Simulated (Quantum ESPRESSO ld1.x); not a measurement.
Task: The mean radii <r> (bohr) of the occupied orbitals of an atom or ion are listed with their occupations. Method: Dirac Kohn-Sham, PW91, spin-unpolarised, spherical densities, point nucleus; computed with ld1.x of Quantum ESPRESSO 7.5.

| orbital | occ. | <r> |
|---|---|---|
| 1s1/2 | 2 | 0.01866 |
| 2s1/2 | 2 | 0.07833 |
| 2p1/2 | 2 | 0.06487 |
| 2p3/2 | 4 | 0.07271 |
| 3s1/2 | 2 | 0.2043 |
| 3p1/2 | 2 | 0.1942 |
| 3p3/2 | 4 | 0.2088 |
| 3d3/2 | 4 | 0.1829 |
| 3d5/2 | 6 | 0.1874 |
| 4s1/2 | 2 | 0.4586 |
| 4p1/2 | 2 | 0.4644 |
| 4p3/2 | 4 | 0.4975 |
| 4d3/2 | 4 | 0.5165 |
| 4d5/2 | 6 | 0.5279 |
| 5s1/2 | 2 | 1.097 |
| 5p1/2 | 2 | 1.210 |
| 5p3/2 | 4 | 1.310 |
| 4f5/2 | 6 | 0.6321 |
| 4f7/2 | 8 | 0.6426 |
| 5d3/2 | 2 | 1.825 |
| 7f5/2 | 1 | 14.57 |

Name the element and its charge. Open shells, if any, fill j = l - 1/2 first.

Result: Z = 73, tantalum, charge +2: Ta2+ in [Xe] 4f14 5d2 7f1. The 1s radius gives Z: for a bare nucleus <r> = (2 gamma + 1)/(2Z) with gamma = sqrt(1 - (Z/c)^2), 0.01844 bohr for Z = 73, and screening makes it slightly larger (0.01866 here). The occupations add up to 71, and the charge is Z minus that.
